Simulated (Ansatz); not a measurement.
C2H9BOSi, SMILES `CBO[SiH2]C`, relaxed with RKS PBE0-D4/def2-TZVP in Ansatz 0.2.0 from a PBE-D4/def2-SVP geometry. The force threshold is 0.005 eV/Å; the program also tests the step.

Total charge 0; spin multiplicity 1.

Start:

```xyz
14

C     2.342    0.839   -1.198
B     0.970    0.080   -1.102
O     0.022    0.475   -0.201
Si   -1.531   -0.136    0.141
C    -1.564   -0.699    1.930
H     2.454    1.658   -0.461
H     2.462    1.259   -2.222
H     3.186    0.124   -1.081
H     0.722   -0.877   -1.835
H    -1.847   -1.267   -0.801
H    -2.496    0.995   -0.083
H    -0.857   -1.538    2.095
H    -2.581   -1.044    2.209
H    -1.282    0.131    2.608
```

Question: How much energy does the relaxation release, and in how many steps? (Best estimate.)

Answer: The calculation gave: 0.07 eV, in 9 steps, 1 of them rejected.

Question: Which bonds change most? (Estimate.)

Answer: Ansatz gave: O3–Si4 from 1.703 to 1.658 Å; B2–H9 from 1.231 to 1.209 Å; Si4–C5 from 1.876 to 1.857 Å; Si4–H10 from 1.506 to 1.488 Å.

Question: Give the relaxed structure. (An estimate is asked.)

Answer: Ansatz gave: 
```xyz
14

C     2.317    0.831   -1.191
B     0.953    0.077   -1.101
O     0.015    0.450   -0.198
Si   -1.499   -0.130    0.145
C    -1.547   -0.692    1.914
H     2.416    1.644   -0.469
H     2.454    1.236   -2.200
H     3.146    0.128   -1.049
H     0.707   -0.852   -1.833
H    -1.822   -1.248   -0.783
H    -2.455    0.985   -0.079
H    -0.851   -1.517    2.082
H    -2.551   -1.037    2.175
H    -1.281    0.125    2.588
```
